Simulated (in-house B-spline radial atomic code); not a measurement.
Computed with a B-spline radial atomic code. Model: two electrons, singlet ground state, non-relativistic, full CI in B-splines with partial waves to l = 8 (at full coupling up to 3e-4 hartree above the limit, correlation up to 0.6 % small), density held at that of full coupling by Lieb maximisation.

W(λ) is the mean repulsion in the state of coupling λ less the Hartree energy of the fixed density. Its start is exact exchange, its initial slope is twice the second-order Görling-Levy correlation energy, and its area from 0 to 1 is E_xc. A straight curve means weak, dynamic correlation, and a curve that drops fast and flattens means strong correlation.

Command:
```bash
python run_ac.py task.json out
```
Settings (lengths in bohr, energies in hartree):
```
potential              harmonic
strength               0.0023
lmax                   8
```

Cost of the run: 42 s on 1 thread of Intel(R) Xeon(R) Processor @ 2.30GHz (shared host).

**W = mean repulsion less Hartree energy, and W of three functionals.**

Given: confinement harmonic well; well frequency 0.0023 hartree; external potential omega^2 r^2/2.

Computed: LDA exchange minus exact 2.4583 millihartree; PBE exchange minus exact 0.034506 millihartree.

| coupling | W xc (hartree) | W xc minus exchange (millihartree) | kinetic minus Kohn-Sham (millihartree) | LDA (PW92) W minus its exchange (millihartree) | PBE W minus its exchange (millihartree) | SCAN W minus its exchange (millihartree) |
| --- | --- | --- | --- | --- | --- | --- |
| 0 | -0.021987 | 0 | 0 | 0 | 0 | 0 |
| 0.02 | -0.02414 | -2.153 | 0.02 | -3.92 | -2.39 | -1.54 |
| 0.05 | ? | ? | ? | ? | ? | ? |
| 0.12 | -0.027769 | -5.782 | 0.22 | -8.93 | -6.5 | -5.03 |
| 0.25 | -0.028886 | -6.899 | 0.42 | -11.06 | -8.4 | -6.59 |
| 0.4 | -0.029415 | -7.427 | 0.58 | -12.28 | -9.51 | -7.35 |
| 0.6 | -0.029786 | -7.799 | 0.77 | -13.22 | -10.38 | -7.83 |
| 0.8 | -0.030013 | -8.026 | 0.92 | -13.82 | -10.93 | -8.09 |
| 1 | ? | ? | ? | ? | ? | ? |
| 1.4 | -0.030389 | -8.401 | 1.32 | -14.84 | -11.88 | -8.42 |
| 2 | -0.030591 | -8.603 | 1.66 | -15.39 | -12.4 | -8.55 |

What belongs in the row 0.05?

W xc (hartree): -0.02597; W xc minus exchange (millihartree): -3.983; kinetic minus Kohn-Sham (millihartree): 0.08; LDA (PW92) W minus its exchange (millihartree): -6.29; PBE W minus its exchange (millihartree): -4.25; SCAN W minus its exchange (millihartree): -3.06.

What belongs in the row 1?

W xc (hartree): -0.030172; W xc minus exchange (millihartree): -8.185; kinetic minus Kohn-Sham (millihartree): 1.07; LDA (PW92) W minus its exchange (millihartree): -14.25; PBE W minus its exchange (millihartree): -11.34; SCAN W minus its exchange (millihartree): -8.24.

What is the SCAN exchange minus exact?

-0.74012 millihartree.

**Energy parts, natural occupations and partial-wave weights.**

Computed: exchange energy -0.021987 hartree; correlation energy -0.0071196 hartree; kinetic part of the DFT correlation energy 0.0010654 hartree; kinetic part over minus potential part 0.13016; Hartree energy 0.043975 hartree; Lieb Oxford ratio E_xc over LDA exchange 1.4904.

```json
{"natural": "s", "occupation of the shell (electrons)": "1.009"}
{"natural": "p", "occupation of the shell (electrons)": "0.85391"}
{"natural": "d", "occupation of the shell (electrons)": "0.1088"}
{"natural": "s", "occupation of the shell (electrons)": "?"}
{"natural": "p", "occupation of the shell (electrons)": "0.0061842"}
{"natural": "f", "occupation of the shell (electrons)": "0.0022683"}
```

What belongs in the row s?

occupation of the shell (electrons): 0.019494.

```json
{"wave": "s", "weight": "0.51434"}
{"wave": "p", "weight": "0.43005"}
{"wave": "d", "weight": "0.05447"}
{"wave": "f", "weight": "?"}
{"wave": "g", "weight": "1.4048e-06"}
```

What belongs in the row f?

weight: 0.0011342.

What is the Kohn-Sham kinetic?

0.0016952 hartree.

What is the total energy?

0.0262 hartree.

Half-way to full coupling W has made 93 % of its drop, against 50 % for a straight line, and second-order (GL2) theory, half the initial slope, overshoots the correlation energy by about 787 %: correlation is strong. Over couplings 0 to 1 the errors in E_xc come to about -2.3 millihartree for LDA, -2.0 millihartree for PBE, -0.6 millihartree for SCAN, so SCAN is nearest. In LDA and PBE and SCAN the errors of exchange and correlation have opposite signs, so the sum is smaller than the larger of the two.
